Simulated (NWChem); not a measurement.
InPH$_{4}$; SMILES [PH2][InH2]

```xyz
6

In     0.0112     0.6071     0.0000
H      0.0488     1.4416     1.5184
H      0.0488     1.4416    -1.5184
P      0.0751    -1.9043     0.0000
H     -0.8858    -2.0321     1.0497
H     -0.8858    -2.0321    -1.0497
```
Atoms are numbered in this order, from 1.

All runs: NWChem. Coordinates come from a PBE0/def2-SVP optimisation. def2 effective core potentials on In; no spin-orbit coupling. B3LYP is NWChem's, with the RPA form of VWN correlation. Total energies compare along this basis series because the functional is fixed.

```json
[
 {"level": "B3LYP/def2-SVP", "basis functions": "64", "energy (Ha)": "-533.8433", "highest occupied level (eV)": "-6.74", "orbital gap (eV)": "4.72", "dipole (D)": "0.76", "relative time": "1"},
 {"level": "B3LYP/def2-SVPD", "basis functions": "88", "energy (Ha)": "-533.8487", "highest occupied level (eV)": "-6.84", "orbital gap (eV)": "4.75", "dipole (D)": "0.62", "relative time": "2"},
 {"level": "B3LYP/def2-TZVP", "basis functions": "111", "energy (Ha)": "-533.9742", "highest occupied level (eV)": "-6.82", "orbital gap (eV)": "4.72", "dipole (D)": "0.69", "relative time": "4"},
 {"level": "B3LYP/def2-TZVPP", "basis functions": "148", "energy (Ha)": "-533.9753", "highest occupied level (eV)": "-6.82", "orbital gap (eV)": "4.72", "dipole (D)": "0.67", "relative time": "7"}
]
```

The last column is a rough cost ratio, cheapest run = 1.
